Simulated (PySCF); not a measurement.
H4Si2, SMILES [SiH][SiH3] (connectivity only; charge and spin as stated), neutral, multiplicity 1.

Geometry: ωB97X-D3(BJ)/def2-TZVP. The isomer is the one that the SMILES or the coordinates give; other isomers of the formula were not compared.

These are PBE0/def2-TZVPD (PySCF) values and carry that method's errors.

Isolated molecule, no solvent.

* **total energy**: -581.07159 hartree
* **point group**: Cs
* **highest occupied level**: -6.64 eV
* **lowest empty level**: -3.38 eV
* **orbital gap**: 3.26 eV
* **dipole moment**: 0.17 D
* **quadrupole, principal values (traceless, Buckingham form, about the centre of nuclear charge)**: -4.27, -0.75, 5.03 D·Å
* **mean static polarisability**: 67.9 bohr³ (10.06 Å³)
* **polarisability, principal values**: 54.9, 60.5, 88.2 bohr³
